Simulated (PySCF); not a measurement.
# Structure elucidation problem

An unknown has the formula C$_{3}$H$_{10}$Si$_{3}$. Its calculated NMR data are:

¹H NMR (500 MHz, computed): δ 4.68 (m, 1H), 3.54 (m, 3H), 3.40 (m, 1H), 3.29 (m, 1H), 2.00 (d, 1H), 0.47 (d, 3H).

¹³C{¹H} NMR (computed): δ 105.7 (CH), 88.7 (C), -1.5 (CH3).

Calculated, not measured (PySCF 2.14): GFN2-xTB geometry, shielding tensors at PBE0/pcSseg-1 (GIAO). A single conformation, fast rotation and ring inversion assumed for equivalent nuclei, no solvent, non-relativistic.

Shifts are taken against calculated references (same method and geometry level): TMS for ¹H (σref 31.72) and ¹³C (σref 186.93).

Problem. Deduce the structure.

Solution. 
1. Rings plus π bonds: 2 (no ring in the answer).
2. 3 carbon signals for 3 carbons: no two carbons are equivalent.
3. Carbon types of the structure: 1 × C, 1 × CH, 1 × CH3, leaving 6 H on heteroatoms.
4. δC 105.7: terminal alkyne carbon.
5. δC 88.7: alkyne carbon; sp carbons lie upfield of alkene carbons because the cylindrical π system leaves one tensor component strongly shielded.
6. δC -1.5: methyl carbon bonded to Si; an electropositive neighbour leaves it electron-rich and shielded.
7. δH 3.54: hydrogen on a silicon bonded to Si.
8. δH 3.40, 3.29: hydrogen on a silicon bonded to 2 Si.
9. δH 2.00: hydrogen on a terminal alkyne carbon; it lies on the axis of the triple bond, in its shielding cone.
10. δH 0.47: hydrogen on a methyl carbon bonded to Si; an electropositive neighbour shields it, as in TMS itself.

Structure: `C(#C)[Si@@H](C)[SiH2][SiH3]`.

This is the structure that produced the data.

Shifts are as computed. Against solution values, carbons near 30 ppm lie about +3 ppm off and those near 130 ppm about +5 ppm. Of 1211 compounds with measured shifts, 218 miss one by over three times the rms of a fit or turn the order of signals round; such compounds aren't used in these exercises. No couplings were computed; multiplicities are counted from neighbouring protons, with m where these are inequivalent, close in shift, in a saturated or five-membered ring or joined by F or P, and br s for small geminal =CH2 splittings.
